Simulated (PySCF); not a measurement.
Species: B3H6N3.
Bonds: B1–N2, N2–B3, B3–N4, N4–B5, B5–N6, B1–N6. Hydrogens: H7 on B1; H8 on N2; H9 on B3; H10 on N4; H11 on B5; H12 on N6.

Level of theory: B3LYP/6-31G* geometry optimisation, gas phase in PySCF.

Question: List the bond lengths, angles and torsions at this level.

Answer: 
| bond | length (bohr) |
| --- | --- |
| B1–N2 and 5 like bonds | 2.705 |
| B1–H7, B3–H9, B5–H11 | 2.262 |
| N2–H8, N4–H10, N6–H12 | 1.911 |

Bonds in one row agree within 0.02 bohr and their mean is given. A selection of angles:
| angle | degrees |
| --- | --- |
| N2–B1–N6 | 117.1 |
| N2–B1–H7 | 121.4 |
| B1–N2–B3 | 122.8 |
| B1–N2–H8 | 118.6 |

Torsions: N6–B1–N2–B3 0° (synperiplanar); B1–N2–B3–N4 0° (synperiplanar); N2–B3–N4–B5 0° (synperiplanar); B3–N4–B5–N6 0° (synperiplanar); N4–B5–N6–B1 0° (synperiplanar); N2–B1–N6–B5 0° (synperiplanar).

N2 (boron-bound nitrogen) is planar (angles 122.8°, 118.6° and 118.6°, sum 360.0°, 0.00 Å off the plane of its three neighbours). B1 (three-coordinate boron) is planar (angles 121.4°, 121.4° and 117.1°, sum 360.0°, 0.00 Å off the plane of its three neighbours). All 6 B–N bonds measure 1.431 to 1.432 Å. The 6 heavy atoms lie in one plane (0.000 Å rms). The 6-membered ring B1–N2–B3–N4–B5–N6 has internal angles of 117.1° to 122.9°; it is planar, 0.00 Å rms from its mean plane, widest ring torsion 0°.

Point group: D3h (every atom within 0.08 Å of its image). Whether it is a minimum is left open (no frequencies).
